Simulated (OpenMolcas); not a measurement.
**O+: effect of the IPEA shift**

```yaml
Program: OpenMolcas
Basis: ANO-RCC-VTZP [4s3p2d1f]
Scalar_Hamiltonian: DKH2, point nucleus
Active_space: 5 electrons in 8 orbitals (2s 2p 3s 3p)
State_averaging: 2S+1 = 4 odd, 1 root; 2S+1 = 2 odd, 8 roots; 2S+1 = 4 even, 3 roots; 2S+1 = 2 even, 9 roots
Spin-orbit_coupling: state interaction with AMFI integrals over the reference wave functions, term energies averaged over their components
```

Methods on the same reference wave functions:
A. CASSCF
B. SS-CASPT2, IPEA 0 Eh, imaginary shift 0.1 Eh (closed shells correlated: 1s)
C. SS-CASPT2, IPEA 0.25 Eh, imaginary shift 0.1 Eh (closed shells correlated: 1s)

Energies in eV above 2s² 2p³ ⁴S°_3/2, the measured ground level; measured values from NIST Handbook of Basic Atomic Spectroscopic Data.

```
          Level        A       B       C  Measured
2s² 2p³ ⁴S°_3/2   0.0000  0.0000  0.0000    0.0000
2s² 2p³ ²D°_3/2   3.7435   3.450   3.457    3.3266
2s² 2p³ ²D°_5/2   3.7448   3.451   3.458    3.3241
2s² 2p³ ²P°_1/2   4.9454   5.130   5.120    5.0176
2s² 2p³ ²P°_3/2   4.9464   5.131   5.121    5.0174
  2s 2p⁴ ⁴P_5/2  14.9285  14.932  14.926   14.8579
  2s 2p⁴ ⁴P_3/2  14.9452  14.949  14.943   14.8782
  2s 2p⁴ ⁴P_1/2  14.9552  14.959  14.953   14.8884
```

Deviations, from unrounded energies. A percentage is the sum of absolute deviations over the sum of measured energies, with the sign that they share, or ± where signs differ.

```
                        Against measurement  Levels     A     B     C
             mean absolute deviation (cm-1)       7  1400   800   770
other terms of the ground configuration (%)       4  ±5.9  +2.9  +2.8
                   other configurations (%)       3  +0.5  +0.5  +0.4
```

B, C lie about equally close to measurement and A furthest from it. The largest miss of C in the table is 2s² 2p³ ²D°_5/2, by +1100 cm-1. The ranking rests on the paired levels alone, and a cruder setting can come out closer through cancelling errors.

Between B and C the level of the table that moves most is 2s² 2p³ ²P°_1/2, by 80 cm-1 (lowest in C, highest in B). Moves below CASPT2's spread within the term are not significant.

The mean deviations of B to C differ by less than CASPT2's widest spread within a term (55 cm-1), so their order carries little weight.

From A to B the spin-free energies of the other terms of 2s² 2p³ shown, above ⁴S°, scale by factors of 0.92 to 1.04.

The lowest spin-free term lies below A's lowest term by 0.079 hartree in B, 0.077 hartree in C.

Term energies are means over components that CASPT2 splits; among the terms shown or strongly mixed into the levels shown the widest spread is 55 cm-1 (2s² 2p³ ²D°, C). The run also gave levels led by 2s² 2p² 3s, which use shells meant for correlation; these and all levels above them are left out. Without dynamic correlation excited terms often stand tens of per cent too high (terms of higher spin than the ground term too low), and those without a measured partner can miss by more than the paired ones (holds for A). Measured partners are found by configuration, term and J. A level has none where our copy of the source lacks it or the pairing is in doubt (some pairs that miss far off the trend of their configuration count as doubtful), and it then counts in no deviation. Levels of configurations outside the active space are missing. Levels that lie high or do not pair safely by name in every column are left out.

° marks odd parity.
